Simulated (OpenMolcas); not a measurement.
**Ag³⁺: effect of the basis set**

```
Program             : OpenMolcas
Method              : SS-CASPT2, IPEA 0.25 Eh, imaginary shift 0.1 Eh (closed shells correlated: 4s 4p)
Active space        : 8 electrons in 5 orbitals (4d)
State averaging     : 2S+1 = 3 even, 10 roots; 2S+1 = 1 even, 15 roots
Spin-orbit coupling : state interaction with AMFI integrals over the reference wave functions, term energies averaged over their components
```

A. ANO-R1 [6s4p3d1f], X2C, finite nucleus; CASPT2 step roughly 1.3 core-seconds
B. ANO-RCC-VDZP [6s5p3d1f], DKH2, point nucleus; CASPT2 step about 1.7 core-seconds
C. ANO-R2 [7s5p4d2f1g], X2C, finite nucleus; CASPT2 step about 4 core-seconds
D. ANO-RCC-VTZP [7s6p4d2f1g], DKH2, point nucleus; CASPT2 step roughly 4 core-seconds
E. ANO-R3 [8s6p5d3f2g1h], X2C, finite nucleus; CASPT2 step of the order of 11 core-seconds
F. ANO-RCC-VQZP [8s7p5d3f2g1h], DKH2, point nucleus; CASPT2 step roughly 9 core-seconds

Energies in cm-1 above 4d8 3F4, the measured ground level; measured values from the list in Gamrath, thesis, University of Mons (2023).

```
  Level      A      B      C      D      E      F  Measured
4d8 3F4    0.0    0.0    0.0    0.0    0.0    0.0       0.0
4d8 3F3   4230   4260   3990   3980   4070   4060      4172
4d8 3F2   5920   5940   5590   5630   5650   5630      5830
4d8 3P1  17900  18050  16030  16410  16180  16210     15900
4d8 3P0  18090  18220  16280  16660  16400  16440     16092
4d8 1G4  22270  22390  20570  21160  20680  20650     20570
4d8 1S0  48940  48540  47700  48310  47400  47700     47139
```

Deviations, from unrounded energies. A percentage is the sum of absolute deviations over the sum of measured energies, with the sign that they share, or ± where signs differ.

```csv
Against measurement,Levels,A,B,C,D,E,F
mean absolute deviation (cm-1),6,1300,1300,220,540,210,270
fine structure of the ground term (%),2,+1.5,+2.0,-4.2,-3.9,-2.8,-3.1
other terms of the ground configuration (%),4,+7.5,+7.5,+0.9,+2.8,+1.0,+1.3
```

C, E lie about equally close to measurement and B furthest from it. The largest miss of E in the table is 4d8 3P0, by +300 cm-1. The ranking rests on the paired levels alone, and a cruder setting can come out closer through cancelling errors.

The two smallest mean deviations differ by little beside CASPT2's spread within terms, so their order carries little weight.

Among A to F the level of the table that moves most is 4d8 3P1, by 2000 cm-1 (lowest in C, highest in B). Moves below CASPT2's spread within the term are not significant.

Term energies are means over components that CASPT2 splits; among the terms shown or strongly mixed into the levels shown the widest spread is 680 cm-1 (4d8 3F, C). The basis is small and was not contracted for so high a charge (holds for A; B). Measured partners are found by configuration, term and J. A level has none where our copy of the source lacks it or the pairing is in doubt (some pairs that miss far off the trend of their configuration count as doubtful), and it then counts in no deviation. Only configurations of the active space appear. Levels that lie high or do not pair safely by name in every column are left out.
